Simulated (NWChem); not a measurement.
System: MgHSeCl; SMILES [Cl][Mg][SeH]

Here is an NWChem input.

```
start job
memory heap 200 mb stack 900 mb global 1100 mb
geometry units angstroms noautoz
  Mg    -0.031160    -0.611373    -0.000127
  Cl    -0.140321    -2.810632    -0.000287
  Se     0.123077     1.803960     0.000475
  H     -1.348143     1.891703    -0.012948
end
basis spherical
  * library def2-svp
end
dft
  xc pbe0
  iterations 150
  vectors input atomic output neutral.movecs
end
task dft energy
charge 1
dft
  odft
  mult 2
  vectors input atomic output cation.movecs
end
task dft energy
```

Structure relaxed at the PBE0/def2-SVP level.

Ions are spin-unrestricted doublets at the neutral geometry; other ion states weren't tried.

Give the results of this calculation. (PBE0/def2-SVP, vertical spin-unrestricted ions.) Quantities: vertical ionisation energy, ΔSCF (eV); −ε(HOMO) (eV).


- vertical ionisation energy, ΔSCF (eV) = 9.42
- −ε(HOMO) (eV) = 7.05
